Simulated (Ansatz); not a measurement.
C$_{2}$H$_{6}$SSi (`CC([SiH3])=S`), relaxed with RKS PBE0-D4/def2-TZVP in Ansatz 0.2.0 from a PBE-D4/def2-SVP geometry. The force threshold is 0.005 eV/Å; the program also tests the step.

Total charge 0; spin multiplicity 1.

Start:

```xyz
10

C    -0.364   -0.805    1.207
C    -0.114    0.475    0.471
Si    0.391    0.456   -1.376
S    -0.234    1.961    1.165
H     0.542   -1.452    1.168
H    -0.645   -0.626    2.264
H    -1.163   -1.392    0.700
H     1.771    1.037   -1.500
H    -0.583    1.290   -2.157
H     0.401   -0.944   -1.941
```

```
step  energy (eV)  largest force (eV/Å)  largest move (Å)
   1  -20875.6972                 0.956             0.000
   2  -20875.7361                 0.432             0.034
   3  -20875.7411                 0.051             0.009
   4  -20875.7412                 0.014             0.004
   5  -20875.7412                 0.007             0.003
   6  -20875.7412                 0.006             0.004
   7  -20875.7412                 0.001             0.001
```

End:

```xyz
10

C    -0.358   -0.799    1.192
C    -0.113    0.476    0.464
Si    0.389    0.455   -1.363
S    -0.240    1.937    1.152
H     0.534   -1.435    1.141
H    -0.628   -0.627    2.234
H    -1.153   -1.366    0.693
H     1.754    1.023   -1.482
H    -0.577    1.273   -2.135
H     0.393   -0.937   -1.896
```

It took 41 s on 2 threads of an Intel Xeon Platinum 8259CL on a shared host, with 0.42 GiB of host memory at the peak.
